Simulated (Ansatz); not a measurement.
`C#[C][Ga]([F])[Cl]` + H₂O → `[OH][Ga]([F])[Cl]` + acetylene at 700 K and 1 bar (formal hydrolysis of a Ga–C bond).

Isolated molecules relaxed with PBE0-D4/def2-TZVP in Ansatz; ΔE leaves out vibrations. CCSD(T)/CBS adds triple-zeta CCSD(T) − MP2 to the extrapolated MP2 energy (def2 sets, frozen cores). This one scheme is used for every species. For Ga outer-core shells are correlated without core-valence functions, which leaves a few kJ/mol of doubt a bond. Scalar relativity is left out up to krypton. One conformer a species, not always the lowest.

```tsv
species	CCSD(T)/CBS energy (Eh)	H − E (kJ/mol)	S (J/(mol·K))
`C#[C][Ga]([F])[Cl]`	-2560.25724	119.9	437.5
H₂O	-76.37941	80.5	218.4
`[OH][Ga]([F])[Cl]`	-2559.41427	97.5	398.6
`C#C`	-77.22717	102.1	244.4
```

H − E and S are ideal-gas, rigid-rotor, harmonic terms from PBE0-D4/def2-TZVP, for one conformer and one mirror image of each species. 1 Eh = 2625.50 kJ/mol, R = 8.31446 J/(mol·K).

**Question.** By hand: ΔE, ΔH, ΔS and ΔG.

**Answer.** ΔE = (-2559.41427) + (-77.22717) − (-2560.25724) − (-76.37941) = -0.00479 Eh = -12.6 kJ/mol. Δ(H − E) = 97.5 + 102.1 − 119.9 − 80.5 = -0.8, so ΔH = -13.4 kJ/mol. ΔS = 398.6 + 244.4 − 437.5 − 218.4 = -12.9 J/(mol·K). ΔG = -13.4 − 700 × (-12.9)/1000 = -4.4 kJ/mol.

**Question.** By hand: the equilibrium constant, and the temperature at which ΔG would vanish if ΔH and ΔS stayed fixed.

**Answer.** log₁₀ K = −ΔG/(RT ln 10) = 0.3. ΔG = 0 at ΔH/ΔS = 1039 K, though so small a ΔS makes that figure unsure.

TΔS isn't small against ΔH here. The sign of ΔG lies within the doubt. A doubt of 5 kJ/mol in ΔE shifts log₁₀ K by 0.4 here. Other conformers and mirror images would add mixing entropy, several J/(mol·K) or more a flexible species. These are equilibria of isolated gas molecules and say nothing of rates. Largest T1 diagnostic: 0.014 (customary marks: 0.02 for closed shells, 0.045 for open ones).
